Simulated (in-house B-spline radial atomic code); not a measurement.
RPA and G0W0 on PBEsol: the rubidium ion Rb⁴⁺

Configuration [Ar] 3d10 4s2 4p3, highest spin, mean-field start PBEsol. Computed with an all-electron radial atomic-structure program (B-spline basis): all electrons, non-relativistic, point nucleus, each spin shell either full or empty, empty states to l = 9 with an (l + 1/2)⁻⁴ tail; G0W0 by contour deformation at full frequency.

Without relativity these are model numbers: it shifts the levels of so heavy an element strongly and can reorder them.

Command:
```bash
python run_gw.py task.json out
```
Settings (radii: box in bohr, nucleus in fm):
```
Z                        37
electrons                33
configuration            [Ar] 3d10 4s2 4p3
hamiltonian              nr
method                   pbesol
lmax                     9
spin_polarised           True
box_radius               11.96
intervals                51
```

Run time, properties included: 3.4 s on 1 thread of Arm Neoverse N1, with other jobs on the host.

Energies (hartree):

```
                                     term        value
                         mean-field total  -2933.44284
Hartree-Fock functional on these orbitals  -2933.97260
                      direct second order      -2.7929
                    second-order exchange      0.81739
                         SOSEX correction      0.75443
```

**Question.** What is the RPA correlation energy, and what remains with SOSEX?

**Answer.** RPA gives -2.4473 hartree (-2.02 eV per electron); RPA + SOSEX gives -1.6928, and the second-order doubles -1.9755 hartree (no singles). RPA lacks exchange-type terms and so overcorrelates at short range.

Quasi-particle levels (eV):

| level | occupied | mean field | Σx - vxc | Σc | QP weight | G0W0 |
| --- | --- | --- | --- | --- | --- | --- |
| 4p up | yes | -61.89 | -6.98 | ? | ? | ? |
| 4s down | yes | -74.51 | -4.32 | -2.72 | 0.948 | -81.55 |
| 3d down | yes | -157.80 | -22.34 | 6.08 | 0.880 | -174.06 |
| 4p down | no | -57.89 | 8.57 | -2.95 | 0.946 | -52.27 |

G0W0 = mean field + (Σx - vxc) + Σc, with Σc (partial-wave tail included) taken at the quasi-particle energy. Only the outer levels were computed. Levels of low weight are left out.

**Question.** Where does G0W0 put 4p up?

**Answer.** At -69.24 eV, with Σc = -0.36 eV and a quasi-particle weight of 0.945. The tabulated removal energy is 68.44 ± 0.15 eV (NIST, tabulated theory); the calculation leaves out relativity, Breit and QED terms, and what these don't explain is the method's own error.
